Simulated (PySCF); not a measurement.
How methods differ on the excitation energy of B⁺

B⁺ [He] 2s2 (1S) → B⁺ [He] 2s1 2p1 (3P), as a difference of total energies. All numbers are calculated (PySCF 2.14, the spin-free X2C one-electron Hamiltonian (Gaussian nucleus), in x2c-TZVPPall (5s3p2d1f, 31 functions)). Correlated levels: valence: 1s2 frozen; valence and next inner shell: nothing frozen. The calculations carry no spin-orbit coupling.

Problem. Order these methods by the excitation energy they give, lowest first.
A. PBE
B. UHF
C. MP2 (valence and next inner shell)
D. SCS-MP2 (valence and next inner shell)

Solution. B (3.143 eV), A (3.973 eV), C (4.026 eV), D (4.275 eV).

Errors of the correlated levels include the incompleteness of this basis and the frozen core.

The basis was made for the ground configuration and has no added diffuse functions, so the excitation energy can come out too high.

For comparison: 4.631 eV (measured; NIST levels, between the centres of gravity of the two terms).
